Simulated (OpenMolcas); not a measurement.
Nb3+ (d2) in a complex was computed by SS-CASPT2, IPEA 0.25 Eh, imaginary shift 0.1 Eh with the d shell active (OpenMolcas, ANO-RCC-VDZP on the metal). Its lowest spin-free states, and all those of the highest spin:

| 2S+1 | Degeneracy | E (cm-1) |
| --- | --- | --- |
| 3 | 1 | 0 |
| 3 | 1 | 4830 |
| 3 | 1 | 5130 |
| 1 | 1 | 6380 |
| 3 | 1 | 6880 |
| 1 | 1 | 7380 |
| 1 | 1 | 8350 |
| 3 | 1 | 9930 |
| 1 | 1 | 11860 |
| 1 | 1 | 13900 |
| 1 | 1 | 14790 |
| 1 | 1 | 15020 |
| 3 | 1 | 15620 |
| 3 | 1 | 48380 |
| 3 | 1 | 48660 |
| 3 | 1 | 56990 |
| 3 | 1 | 63290 |

Question: Is the site octahedral, tetrahedral or cube-like, axial, or of lower symmetry?

Answer: The states with 2S+1 = 3 have orbital degeneracies 1, 1, 1, 1, 1, 1, 1, 1, 1, 1. No state of this spin is degenerate, so the site is of lower symmetry, with no axis of order three or more. The run had Nb3+ with 4 ligands (water) in square-planar coordination (D2h) at 1.95 Å. Ligand basis ANO-RCC-VDZP.

The least metal-like active orbital is 73 % on the metal (Löwdin) and no ligand orbital is active, so the numbers are rough. Ligand-to-metal charge-transfer states are missing. With no ligand orbital active B as a rule stays too high, so bands that hang on it stand too high and its fall with covalency is understated. No measured value stands beside these numbers; the geometry is a model, was not optimised and need not be the one that this ion takes.
